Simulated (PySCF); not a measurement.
C3H4F3O (charge -1).
Cartesian coordinates in Å at the GFN2-xTB level; atoms count from 1:
```xyz
11
C3H4F3O angstrom
O      2.470   -0.344   -0.083
C      1.375    0.309    0.056
C      0.038   -0.627   -0.130
C     -1.238    0.111    0.024
F     -1.421    0.673    1.236
F     -2.363   -0.680   -0.136
F     -1.426    1.105   -0.868
H      1.200    1.153   -0.692
H      1.208    0.789    1.079
H      0.078   -1.066   -1.127
H      0.083   -1.420    0.615
```

A PySCF run (density fitting, gas phase, GFN2-xTB geometry) gave HOMO 1.65 eV, LUMO 5.43 eV.

**Question.** Which of these levels was it?
A. B3LYP/MINI
B. KT2/pcSseg-1
C. PBE0/aug-cc-pVDZ
D. PBE0/MINI
E. CAM-B3LYP/cc-pVDZ

**Answer.** B. It is KT2/pcSseg-1. All candidates on this geometry:

```json
{"level and settings": "PBE0/aug-cc-pVDZ, level shift 0.3 Eh", "kind": "global hybrid", "basis functions": "197", "SCF cycles": "20", "E (Eh)": "-491.0633", "HOMO (eV)": "-0.25", "LUMO (eV)": "3.23"}
{"level and settings": "KT2/pcSseg-1, energy threshold 1e-07 Eh", "kind": "GGA", "basis functions": "139", "SCF cycles": "11", "E (Eh)": "-498.3891", "HOMO (eV)": "1.65", "LUMO (eV)": "5.43"}
{"level and settings": "B3LYP/MINI, energy threshold 1e-06 Eh, damping 0.3 at the start, DIIS from the seventh cycle", "kind": "global hybrid", "basis functions": "39", "SCF cycles": "14", "E (Eh)": "-487.9899", "HOMO (eV)": "1.89", "LUMO (eV)": "7.54"}
{"level and settings": "PBE0/MINI", "kind": "global hybrid", "basis functions": "39", "SCF cycles": "13", "E (Eh)": "-487.5225", "HOMO (eV)": "1.70", "LUMO (eV)": "7.92"}
{"level and settings": "CAM-B3LYP/cc-pVDZ", "kind": "range-separated hybrid", "basis functions": "118", "SCF cycles": "14", "E (Eh)": "-491.3319", "HOMO (eV)": "-0.52", "LUMO (eV)": "7.91"}
```

The nearest other candidate, by the summed differences of HOMO and LUMO, is B3LYP/MINI: its HOMO differs by +0.24 eV and its LUMO by +2.11 eV. Cycle counts include a coarse-grid stage where the run had one. KT2 was designed for NMR shieldings or shifts; total energies of different functionals aren't comparable. The HOMO energy is positive at B3LYP/MINI, KT2/pcSseg-1 and PBE0/MINI; such an orbital is held in place by the finite basis.
